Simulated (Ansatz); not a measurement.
CH₅FGe, SMILES `[CH3][GeH2][F]`, 8 atoms. Charge 0, multiplicity 1. Correlated methods include outer-core shells of Ge, which these sets cover unevenly. Scalar relativity is left out up to krypton. All runs use 2 threads of a server CPU on a shared host. Correlated methods freeze the cores.

Problem. How many basis functions does each run have, and how long does it take in Ansatz? RKS PBE0-D4/def2-TZVP relaxation (5 steps); RKS B2PLYP (frozen core)/def2-TZVPP energy; RKS PBE0-D4/def2-TZVP frequencies; RKS PBE0-D4/def2-QZVPP energy; RHF-MP2/def2-QZVPP energy; RHF-CCSD(T)/def2-TZVPP energy; RKS r2SCANh-D4/def2-TZVPP energy; RKS SPW92/def2-TZVPP energy; RKS ωB97M-V/def2-QZVPP energy; RHF-CCSD(T)/def2-SVP energy; RKS PBE0-D4/def2-SVP energy; direct RPA on PBE orbitals/def2-TZVPP energy. (Best estimate.)

Solution. Computed: Other jobs shared the machine, so times are rough.

```tsv
level	job	functions	wall time	peak host memory (GiB)
RKS SPW92/def2-TZVPP	energy	180	0.9 s	0.18
RKS PBE0-D4/def2-SVP	energy	85	1.1 s	0.15
RHF-CCSD(T)/def2-SVP	energy	85	2.8 s	0.27
direct RPA on PBE orbitals/def2-TZVPP	energy	180	3.3 s	0.31
RKS B2PLYP (frozen core)/def2-TZVPP	energy	180	3.5 s	0.37
RKS r2SCANh-D4/def2-TZVPP	energy	180	3.7 s	0.38
RKS PBE0-D4/def2-QZVPP	energy	353	6 s	0.92
RKS PBE0-D4/def2-TZVP	relaxation (5 steps)	140	12 s	0.29
RHF-MP2/def2-QZVPP	energy	353	13 s	1.4
RKS ωB97M-V/def2-QZVPP	energy	353	14 s	1.1
RHF-CCSD(T)/def2-TZVPP	energy	180	52 s	1.8
RKS PBE0-D4/def2-TZVP	frequencies	140	66 s	0.29
```
